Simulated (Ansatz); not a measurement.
Hf2O9H10⁻, a hydroxylated oxide cluster. The state is a doublet with charge -1. Geometry PBE-D4/def2-SVP, that of the neutral singlet; atoms count from 1.

Cartesian coordinates in Å:
```
Hf 0.2223 0.7337 1.3071
Hf -0.5428 -0.7348 -1.4839
O 1.9714 -0.6449 2.0130
O -0.9242 0.8548 2.8731
O 1.5485 2.1750 1.5191
O -2.5379 -0.4841 -1.4387
O -0.5469 -1.1924 0.7047
O 0.0569 0.3795 -3.0163
O 1.3470 -0.1317 -0.4545
O -0.2967 -2.5358 -2.1738
O -0.9044 1.3424 -0.2970
H 2.1346 -0.8273 1.0404
H 2.6963 -0.0408 2.2708
H -1.4361 0.9069 3.6886
H 2.0992 2.9663 1.4945
H -3.1994 -0.9741 -1.9532
H -1.3517 -1.5638 1.1049
H -0.1581 1.3049 -3.2130
H 1.8320 0.4812 -1.0387
H -0.1281 -3.3774 -2.6112
H -1.8818 1.3626 -0.3361
```

In the def2 sets Hf takes a core potential; there is no spin–orbit coupling. Single mean-field runs in def2-TZVP are fitted with def2-universal-jkfit. The highest occupied level of the charge -1 doublet lies above zero (up to 2.21 eV). By energy differences it is unbound by 1.01 eV (vertical, against the charge 0 singlet, at PBE0-D4/def2-TZVP) and held by the finite basis.

Problem. Estimate the Mulliken populations from the PBE0/def2-TZVP orbitals of Ansatz.

Solution. 
| atom | charge (e) | spin (α − β) | d electrons |
| --- | --- | --- | --- |
| Hf1 | 0.59 | 0.87 | 1.59 |
| Hf2 | 1.42 | 0.01 | 1.62 |
| O3 | -0.49 | -0.07 | – |
| O4 | -0.64 | -0.02 | – |
| O5 | -0.65 | -0.03 | – |
| O6 | -0.71 | -0.02 | – |
| O7 | -0.66 | -0.04 | – |
| O8 | -0.69 | -0.01 | – |
| O9 | -0.72 | -0.05 | – |
| O10 | -0.68 | -0.01 | – |
| O11 | -0.65 | -0.02 | – |
| H12 | 0.42 | -0.04 | – |
| H13 | 0.19 | 0.18 | – |
| H14 | 0.22 | 0.07 | – |
| H15 | 0.21 | 0.09 | – |
| H16 | 0.28 | 0.02 | – |
| H17 | 0.31 | 0.03 | – |
| H18 | 0.29 | 0.02 | – |
| H19 | 0.34 | 0.02 | – |
| H20 | 0.26 | 0.02 | – |
| H21 | 0.36 | -0.01 | – |
Mulliken values depend strongly on the basis.

Problem. Where does the spin sit?

Solution. Summed by element: Hf 0.87, O -0.27, H 0.40, of 1 unpaired in all. Largest on single atoms: Hf1 0.87, H13 0.18, H15 0.09.

Problem. And the Mayer bond orders between heavy atoms (over 0.3)?

Solution. Hf1–O4 1.06 (1.94 Å); Hf1–O5 1.02 (1.97 Å); Hf1–O7 0.49 (2.16 Å); Hf1–O9 0.32 (2.26 Å); Hf1–O11 0.70 (2.05 Å); Hf2–O6 0.94 (2.01 Å); Hf2–O7 0.50 (2.24 Å); Hf2–O8 1.01 (1.99 Å); Hf2–O9 0.48 (2.23 Å); Hf2–O10 1.01 (1.94 Å); Hf2–O11 0.33 (2.42 Å).
